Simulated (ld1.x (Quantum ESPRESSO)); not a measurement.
# Transferability test, PAW potential for germanium

- Element: germanium (Ge)
- Generator: ld1.x (Quantum ESPRESSO) 7.5
- Type: PAW
- Functional: PBE
- Relativity: fully relativistic
- Frozen core: [Ar]
- Valence charge: 14
- Reference configuration: 3d10 4s1.5 4p2.5
- Partial waves: 4s (bound): rcut 1.45, rcutus 1.85 bohr; 4s channel at 1.7 Ry: rcut 1.45, rcutus 1.85 bohr; 4p (bound): rcut 1.35, rcutus 1.70 bohr; 4p channel at 0.3 Ry: rcut 1.35, rcutus 1.70 bohr; 3d (bound): rcut 0.45, rcutus 0.65 bohr; 3d channel at 1.95 Ry: rcut 0.45, rcutus 0.65 bohr; 4f channel at 0.15 Ry: rcut 1.55, rcutus 1.75 bohr
- Local potential: all-electron potential smoothed inside 1.85 bohr (lloc = -2)
- Core correction: Bessel-smoothed model core, default radius (core density twice the valence density)
- Augmentation charge: BESSEL, radius 0.40 bohr

Open shells are filled in proportion to 2j + 1 (rel_dist='average').

Energies are relative to the spin-unpolarised reference configuration 3d10 4s1.5 4p2.5; without spin polarisation the order of configurations can differ from experiment. The frozen-core shift is the all-electron ΔE with the core orbitals held at their reference shape minus the fully relaxed ΔE.

| valence configuration | charge | ΔE all-electron (eV) | error AE − PS (meV) | frozen-core shift (meV) |
| --- | --- | --- | --- | --- |
| 3d10 4s2 4p2 | 0 | -3.951 | +0.4 | +0.1 |
| 3d10 4s2 4p1 | +1 | 3.495 | +0.9 | 0.0 |
| 3d10 4s2 4p0 | +2 | 18.937 | +1.3 | +0.2 |
| 3d10 4s1 4p3 | 0 | 4.018 | +0.3 | +0.1 |
| 3d9 4s2 4p2 | +1 | 34.731 | -230 | +283 |
| 3d10 4s2 4p2.3 | -0.3 | -4.835 | +0.3 | +0.1 |

Problem. What are ΔE and the potential's error for 3d9 4s2 4p3?

Solution. ΔE = 25.669 eV all-electron; the error (AE − PS) is -230 meV.

The ghost test of this file was not conclusive.
